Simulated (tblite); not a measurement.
C8H10 (charge +1 and doublet state).
Geometry (GFN2-xTB, Å), atoms numbered from 1 in this order:
```xyz
18
C8H10 angstrom
C     -1.1386    0.3380   -1.8167
C     -1.4607    0.0157   -0.5408
C     -2.8508   -0.2894   -0.0935
C     -0.4591   -0.0419    0.4477
C      0.0402   -0.1120    1.6528
C      1.0514   -0.4266    0.5829
C      2.1746    0.4718    0.4197
C      3.3276    0.1063   -0.1666
H     -1.9027    0.4579   -2.5662
H     -0.1192    0.4992   -2.1273
H     -3.0869    0.2533    0.8197
H     -2.9546   -1.3521    0.1268
H     -3.5647   -0.0338   -0.8710
H      0.0272    0.1801    2.6763
H      1.2332   -1.4499    0.2629
H      2.0543    1.4757    0.8065
H      3.4978   -0.9012   -0.5110
H      4.1222    0.8152   -0.3272
```

All values are computed: GFN2-xTB (tblite) harmonic vibrations without scaling, gas phase. Against measured fundamentals such values can be off by several per cent, at times by over 20. One conformer, not necessarily the lowest. Open shells enter through the occupations alone, without spin polarisation, and single modes of such species can be off by tens of per cent.

Harmonic wavenumbers (cm⁻¹): 50.8, 64.3, 73.8, 134.4, 191.4, 256.3, 295.5, 345.8, 428.3, 493.4, 511.8, 568.4, 593.2, 643.6, 683.3, 831.1, 871.6, 897.0, 903.1, 907.7, 921.2, 937.1, 970.4, 998.0, 1012.1, 1016.3, 1149.3, 1225.1, 1250.5, 1282.7, 1359.0, 1366.5, 1380.5, 1427.7, 1438.1, 1533.5, 1562.6, 1809.8, 2985.9, 3010.0, 3040.1, 3065.5, 3066.2, 3101.1, 3103.1, 3139.3, 3141.7, 3212.6.

A = 4500, B = 1161, C = 967.0 MHz; mass 106.078 u (most abundant isotopes); point group C1, symmetry number 1; spin multiplicity 2.

Zero-point energy?

Half the sum of the wavenumbers: 31625 cm⁻¹ = 90.42 kcal/mol.

Entropy at 400 K, 1 bar (ideal gas, RRHO, classical rotation)?

Translation 41.38, rotation 29.42, vibration 37.98, spin (R ln 2) 1.38: S = 110.2 cal/(mol K).

And Cp and H(400 K) − H(0)?

Cp = 46.65 cal/(mol K), of which vibrations give 38.70 (their classical limit is 48 R = 95.4); H(400 K) − H(0) = 10.98 kcal/mol without the zero-point energy, 7.80 from vibrations.

What must be added to the electronic energy to get the Gibbs energy at 400 K and 1 bar?

ZPE + [H(400 K) − H(0)] − T·S = 90.42 + 10.98 − 44.06 = 57.34 kcal/mol.

Blend soft modes into free rotors: weight 1/[1 + (100 cm⁻¹/ν̃)⁴] for the oscillator and the rest for a rotor with moment μB/(μ + B), μ = h/(8π²ν), B = 10⁻⁴⁴ kg m². What vibrational entropy results?

34.34 cal/(mol K) in place of 37.98, which changes −T·S at 400 K by +1.45 kcal/mol.

Which modes carry the vibrational entropy at 400 K?

50.8 cm⁻¹: 5.37; 64.3 cm⁻¹: 4.90; 73.8 cm⁻¹: 4.63; 134.4 cm⁻¹: 3.45; 191.4 cm⁻¹: 2.77; 256.3 cm⁻¹: 2.22 cal/(mol K); the other 42 give 14.65 together.

Hindered rotation and anharmonicity are outside this model. Other conformers, if any are populated, would add a mixing term that is left out. The structure is chiral; the term R ln 2 for an equal mix with its mirror image is left out.

The run took 0.98 s of wall time on an Arm Neoverse N1 with one thread, on a shared host. This covers the Hessian and the dipole derivatives.
